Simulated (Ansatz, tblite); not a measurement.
Removing and adding an electron: `COc1ccc(-c2ccc(-c3ccc(-c4ccc(-c5ccc(-c6ccc(-c7ccc(-c8ccc(C(F)=C(F)F)cc8)s7)s6)s5)s4)s3)s2)cc1`. Charge 0, multiplicity 1. Geometry: r2SCAN-D4/def2-SVP. Ansatz, gas phase; energy differences of separate SCF runs; the oxidised species was run as a doublet alone; the reduced species was run as a doublet alone.

```xyz
72

C    13.655    6.919   -1.731
O    13.198    7.717   -0.660
C    12.001    7.419   -0.105
C    11.177    6.356   -0.506
C     9.959    6.143    0.141
C     9.520    6.966    1.194
C     8.248    6.745    1.869
C     7.723    7.386    2.985
C     6.451    6.916    3.371
C     5.967    5.898    2.555
C     4.712    5.203    2.656
C     3.688    5.414    3.576
C     2.584    4.561    3.393
C     2.732    3.675    2.329
C     1.816    2.680    1.850
C     1.974    1.747    0.829
C     0.844    0.928    0.635
C    -0.206    1.214    1.503
C    -1.502    0.607    1.605
C    -2.556    0.942    2.452
C    -3.695    0.136    2.282
C    -3.544   -0.841    1.300
C    -4.509   -1.821    0.885
C    -5.778   -2.042    1.418
C    -6.479   -3.082    0.783
C    -5.769   -3.687   -0.250
C    -6.170   -4.769   -1.104
C    -5.482   -5.372   -2.153
C    -6.203   -6.416   -2.768
C    -7.456   -6.640   -2.210
C    -8.467   -7.620   -2.578
C    -9.679   -7.741   -1.866
C   -10.640   -8.679   -2.221
C   -10.436   -9.547   -3.313
C   -11.482  -10.506   -3.633
F   -12.550  -10.510   -2.810
C   -11.547  -11.394   -4.646
F   -12.558  -12.211   -4.829
F   -10.616  -11.548   -5.566
C    -9.225   -9.435   -4.031
C    -8.270   -8.495   -3.670
S    -7.729   -5.523   -0.896
S    -4.202   -2.934   -0.425
S    -1.951   -0.742    0.590
S     0.233    2.525    2.572
S     4.279    3.920    1.555
S     7.121    5.539    1.298
C    10.368    8.032    1.579
C    11.582    8.253    0.948
H    12.961    6.951   -2.589
H    14.624    7.335   -2.036
H    13.794    5.867   -1.421
H    11.473    5.685   -1.314
H     9.336    5.304   -0.186
H     8.255    8.175    3.519
H     5.895    7.304    4.226
H     3.745    6.173    4.358
H     1.689    4.581    4.020
H     2.893    1.668    0.244
H     0.783    0.142   -0.121
H    -2.493    1.762    3.171
H    -4.617    0.260    2.853
H    -6.177   -1.461    2.251
H    -7.486   -3.398    1.065
H    -4.482   -5.057   -2.459
H    -5.812   -6.998   -3.605
H    -9.874   -7.087   -1.011
H   -11.566   -8.747   -1.648
H    -9.024  -10.089   -4.881
H    -7.347   -8.438   -4.252
H    10.064    8.704    2.385
H    12.234    9.078    1.247
```

The xTB rows come from tblite. Single mean-field runs in def2-SVP are fitted with def2-universal-jkfit.

| level | −HOMO (eV) | vertical IE (eV) | −LUMO (eV) | vertical EA (eV) | HOMO–LUMO gap (eV) | IE − EA (eV) |
| --- | --- | --- | --- | --- | --- | --- |
| GFN2-xTB | 9.58 | 10.78 | 8.31 | 7.14 | 1.27 | 3.65 |
| PBE-D4/def2-SVP | 4.31 | 5.50 | 2.93 | 1.83 | 1.38 | 3.67 |

**Question.** Estimate the rows for GFN1-xTB, PBE0-D4/def2-SVP.

**Answer.** 
```json
{"level": "GFN1-xTB", "−HOMO (eV)": "10.22", "vertical IE (eV)": "11.44", "−LUMO (eV)": "8.89", "vertical EA (eV)": "7.69", "HOMO–LUMO gap (eV)": "1.33", "IE − EA (eV)": "3.75"}
{"level": "PBE0-D4/def2-SVP", "−HOMO (eV)": "5.05", "vertical IE (eV)": "5.89", "−LUMO (eV)": "2.48", "vertical EA (eV)": "1.72", "HOMO–LUMO gap (eV)": "2.57", "IE − EA (eV)": "4.17"}
```

 Raw xTB energy differences between charge states are shifted by several eV; the methods need an empirical correction for them. Sets without diffuse functions give affinities that are too small.
